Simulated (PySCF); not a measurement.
PySCF input file for C2H6N, SMILES [CH2]NC, multiplicity 2, B3LYP/pcH-1. The structure is a stationary point at ωB97X-D3(BJ)/def2-TZVP. The isomer is the one that the SMILES or the coordinates give; other isomers of the formula were not compared.

```python
import numpy as np
from pyscf import gto, scf, dft
from pyscf.prop.hfc import uks as hfc
from pyscf.prop.gtensor import uks as gtensor

mol = gto.M(
    atom='''
    C     1.19855050   -0.36250767   -0.25273179
    N     0.16263830    0.40019116    0.25651279
    C    -1.20042837   -0.01944001   -0.00411177
    H     1.03923480   -0.80493167   -1.22900703
    H     2.20252302   -0.08491778    0.04198063
    H     0.31521581    0.74270770    1.19251257
    H    -1.44569346   -0.98262090    0.46328815
    H    -1.34275380   -0.11916733   -1.08312485
    H    -1.89572734    0.73927791    0.35982234
    ''',
    basis='pcH-1',
    charge=0,
    spin=1,
    max_memory=1600,
    verbose=3,
)
mf = dft.UKS(mol, xc='b3lyp').density_fit(auxbasis='def2-universal-jkfit')
mf.grids.level = 3
mf.conv_tol = 1e-10
mf.max_cycle = 100
mf.kernel()
fine, coarse = mf.grids, dft.Grids(mol).set(level=1).build(with_non0tab=True)
for _ in range(3):  # follow internal instabilities
    mf.grids = coarse
    mo, _, stable, _ = mf.stability(return_status=True, nroots=4)
    mf.grids = fine
    if stable:
        break
    mf.kernel(mf.make_rdm1(mo, mf.mo_occ))
A = hfc.HFC(mf).make_fcdip(mf.make_rdm1())  # Fermi contact and dipolar terms, MHz
print('atom   A(iso)/MHz   principal dipolar parts/MHz')
for i, a in enumerate(A):
    w = np.linalg.eigvalsh((a + a.T) / 2)
    print(f'{mol.atom_symbol(i):2s}{i + 1:3d} {w.mean():12.2f}', (w - w.mean()).round(2))
gt = gtensor.GTensor(mf)
gt.dia_soc2e, gt.para_soc2e, gt.so_eff_charge = None, None, True
gt.max_cycle_cphf = 60
g = gt.kernel()
```

It prints:

```

WARN: HOMO -0.139183251762107 >= LUMO -0.139183251762111

converged SCF energy = -134.525440339943  <S^2> = 0.75320902  2S+1 = 2.0032065
<class 'pyscf.df.df_jk.DFUKS'> wavefunction is stable in the internal stability analysis
atom   A(iso)/MHz   principal dipolar parts/MHz
C   1       109.78 [-65.92 -65.3  131.22]
N   2        16.37 [-14.15 -13.71  27.86]
C   3         7.05 [-2.48 -1.07  3.55]
H   4       -32.79 [-30.78  -0.61  31.39]
H   5       -34.16 [-30.83  -0.93  31.76]
H   6         0.17 [-15.55  -6.51  22.06]
H   7        29.18 [-3.92 -2.76  6.68]
H   8        11.39 [-3.84 -3.06  6.9 ]
H   9        -0.69 [-3.72 -2.69  6.4 ]
SOC(1e)/OZ [ 7.15874643e-04 -9.71425356e-06  1.30508873e-03]
free electron g 2.00231930436182
g-tensor total [2.00295275 2.00215533 2.00349915]
g-shift (ppt) [ 0.63344778 -0.16397401  1.17984412]
```

Self-consistency was reached.

Cost: very roughly 90 core-seconds.
